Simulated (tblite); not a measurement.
Species: C2H5F3SSi2.
Bonds: F1–C2, C2–F3, C2–C4 (double), C4–F5, C4–Si6, Si6–S7, S7–Si8. Hydrogens: H9, H10 on Si6; H11, H12, H13 on Si8.

A start from a force field or distance geometry was refined with GFN2-xTB geometry optimisation, gas phase (tblite 0.8.0). Values at the start:

```json
{"coordinate": "F1–C2", "start": "1.344 Å"}
{"coordinate": "C2–F3", "start": "1.361 Å"}
{"coordinate": "C2=C4", "start": "1.332 Å"}
{"coordinate": "C4–F5", "start": "1.387 Å"}
{"coordinate": "C4–Si6", "start": "1.828 Å"}
{"coordinate": "Si6–S7", "start": "2.144 Å"}
{"coordinate": "Si6–H9", "start": "1.476 Å"}
{"coordinate": "Si6–H10", "start": "1.450 Å"}
{"coordinate": "S7–Si8", "start": "2.133 Å"}
{"coordinate": "Si8–H11", "start": "1.488 Å"}
{"coordinate": "F1–C2–F3", "start": "121.9°"}
{"coordinate": "F1–C2–C4", "start": "121.8°"}
{"coordinate": "C2–C4–F5", "start": "118.1°"}
{"coordinate": "C2–C4–Si6", "start": "120.6°"}
{"coordinate": "F3–C2–C4", "start": "116.3°"}
{"coordinate": "C4–Si6–S7", "start": "112.3°"}
{"coordinate": "F5–C4–Si6", "start": "121.3°"}
{"coordinate": "Si6–S7–Si8", "start": "113.3°"}
{"coordinate": "F1–C2–C4–F5", "start": "179°"}
{"coordinate": "C2–C4–Si6–S7", "start": "106°"}
{"coordinate": "C4–Si6–S7–Si8", "start": "68°"}
```

Q: How do these coordinates change at the GFN2-xTB level?

A: 
```csv
coordinate,GFN2-xTB (Å or °),change
C4–Si6,1.900,+0.072
S7–Si8,2.176,+0.043
C2–F3,1.326,-0.035
Si8–H11,1.454,-0.034
C4–F5,1.354,-0.033
Si6–H9,1.447,-0.029
Si6–S7,2.128,-0.016
F1–C2,1.328,-0.016
C2=C4,1.322,-0.010
Si6–H10,1.459,+0.009
F1–C2–F3,110.2,-11.7
F3–C2–C4,127.6,+11.3
Si6–S7–Si8,105.4,-7.9
C2–C4–Si6,125.9,+5.3
F5–C4–Si6,116.2,-5.1
C4–Si6–S7,109.3,-3.0
F1–C2–C4,122.2,+0.4
C2–C4–F5,117.9,-0.2
C4–Si6–S7–Si8,55,-13
C2–C4–Si6–S7,114,+8
F1–C2–C4–F5,180,+1
```

The energy falls by 0.497 eV over 86 L-BFGS steps, the largest force on an atom goes from 1.85 to 0.007 eV/Å, and the atoms move by 0.307 Å rms after alignment. The bond that changes most is C4–Si6 (vinylic C–F carbon to SiH2 silicon), which lengthens by 0.072 Å. Bonds longer at the end by more than 0.005 Å: 3 of 12; shorter: 9. Among the dihedrals that turn most is Si6–S7–Si8–H13, from 29° to 47°. Rotational constants go from 2060, 594.3, 514.7 to 2023, 638.1, 537.2 MHz.

Its GFN2-xTB frequencies are all real (lowest 16 cm⁻¹). The numbers are those of one conformer. 3 starts were optimised and ended at 0.00, 0.13 and 0.89 kcal/mol (GFN2-xTB); the lowest of these is shown.

These are computed values.
